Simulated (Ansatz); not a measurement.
Cartesian coordinates in Å:
```
O 2.3505 -0.7611 1.3454
Si 0.7673 -0.6820 1.7847
N -0.0752 -0.1033 0.3529
Si 0.5952 0.3096 -1.2013
Si -1.8090 0.0770 0.5252
H 2.6490 -0.5171 0.4623
H 0.3308 1.7336 -1.5302
H 0.0189 -0.5459 -2.2700
H 2.0712 0.1052 -1.1945
H -2.2075 1.4846 0.2612
H -2.5176 -0.7959 -0.4474
H -2.1737 -0.3047 1.9117
```

Charge 0, multiplicity 1.

**Question.** List the PBE0/def2-TZVPP orbital energies in eV (Ansatz 0.2.0). (An estimate is asked.)

**Answer.** Computed: Occupied: -1803.32, -1803.25, -1803.04, -522.96, -391.40, -145.55, -145.44, -145.34, -100.22, -100.20, -100.19, -100.16, -100.09, -100.02, -99.99, -99.99, -99.98, -28.33, -23.72, -16.14, -15.66, -14.79, -13.04, -11.56, -11.22, -10.26, -10.20, -9.93, -9.83, -9.68, -8.27, -6.99. Lowest empty: -1.23, -0.21, 0.29, 0.55, 1.12, 1.22, 1.42, 1.74.
